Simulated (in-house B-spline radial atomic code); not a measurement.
The numbers below are computed, except where a source is named.
Weak and strong correlation along the adiabatic connection

Two-electron singlets in several external potentials (atomic units), by full CI in B-splines with partial waves to l = 8 (correlation energies up to 0.6 % small). The repulsion is scaled by λ at fixed density; W(λ) is the mean repulsion less the Hartree energy, W(0) = E_x, and the area under W from 0 to 1 is E_xc.

One system gave this curve:

```json
{"λ": "0", "W (hartree)": "-0.70997"}
{"λ": "0.02", "W (hartree)": "-0.71195"}
{"λ": "0.05", "W (hartree)": "-0.71488"}
{"λ": "0.12", "W (hartree)": "-0.72148"}
{"λ": "0.25", "W (hartree)": "-0.73298"}
{"λ": "0.4", "W (hartree)": "-0.74515"}
{"λ": "0.6", "W (hartree)": "-0.75977"}
{"λ": "0.8", "W (hartree)": "-0.77281"}
{"λ": "1", "W (hartree)": "-0.78449"}
{"λ": "1.4", "W (hartree)": "-0.80453"}
{"λ": "2", "W (hartree)": "-0.82826"}
{"λ": "3", "W (hartree)": "-0.85671"}
{"λ": "4.5", "W (hartree)": "-0.88458"}
{"λ": "7", "W (hartree)": "-0.9122"}
{"λ": "10", "W (hartree)": "-0.93167"}
```

Which system is it?
A. −V exp(−r²/w²), V = 28.3, w = 4.72
B. −Z exp(−kr)/r, Z = 9.14, k = 3.15
C. empty sphere, radius 1.05 bohr
D. ω²r²/2 − Z/r, ω = 0.0132, Z = 1.5

D. The exchange energy sets the size: ω²r²/2 − Z/r, ω = 0.0132, Z = 1.5: E_x = -0.71, E_c = -0.0409; −Z exp(−kr)/r, Z = 9.14, k = 3.15: E_x = -5, E_c = -0.0462; empty sphere, radius 1.05 bohr: E_x = -1.67, E_c = -0.0506; −V exp(−r²/w²), V = 28.3, w = 4.72: E_x = -0.937, E_c = -0.0426 hartree.
